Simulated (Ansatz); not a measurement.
System: C₂H₉N₂Si, charge -1, multiplicity 1. It need not be the lowest isomer of its formula. Whether it binds its extra electron was not tested at this geometry. 
Coordinates optimised at B3LYP-D3(BJ)/def2-TZVP (Ansatz, a program for electronic structure):
SMILES: [CH2-][Si](C)(N)N
```xyz
14

Si     0.1176    -0.0571    -0.0015
C      1.6232    -0.8560    -0.4465
C     -1.2971     0.4306    -1.2280
N     -0.8132    -1.0765     1.1166
N      0.4522     1.5412     0.6981
H      2.4406    -0.3025    -0.9073
H      1.6557    -1.9262    -0.6476
H     -2.1451     0.9202    -0.7297
H     -1.6766    -0.4570    -1.7441
H     -0.9176     1.1131    -1.9952
H     -0.2688    -1.8429     1.4896
H     -1.7054    -1.4185     0.7862
H      0.1130     2.3435     0.1847
H      1.4287     1.6688     0.9280
```
Charge -1, spin multiplicity 1.

Parts of the frozen-core correlation energy in cc-pV(D+d)Z (Ansatz, hartree). Frozen orbitals: 9; correlated occupied orbitals by spin: 16 and 16; virtual: 99 and 99. No spin-orbit coupling. Non-relativistic.

```
term                            value
-------------------------  ----------
reference (HF)             -478.81915
MP2 opposite-spin            -0.56625
MP2 same-spin                -0.17954
CCSD correlation             -0.80452
(T)                          -0.02263
T1 diagnostic                   0.011
largest doubles amplitude       0.032
```
